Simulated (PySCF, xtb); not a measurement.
Cl₃Sb, SMILES [Cl][Sb-]([Cl])[Cl], charge -1, multiplicity 2.

Harmonic wavenumbers (cm⁻¹) from GFN2-xTB run with xtb 6.7.1 at its own minimum, in rising order: 19, 60, 99, 190, 225, 291.

### Question
What does PySCF with PBE0-D3(BJ)/def2-SVPD give at its own minimum? (Estimate from the structure and the level; the computed values follow.)

### Answer
45, 61, 109, 224, 234, 324. Paired by order, the mean absolute difference is 19 cm⁻¹ and the zero-point energies are 1.3 and 1.4 kcal/mol.
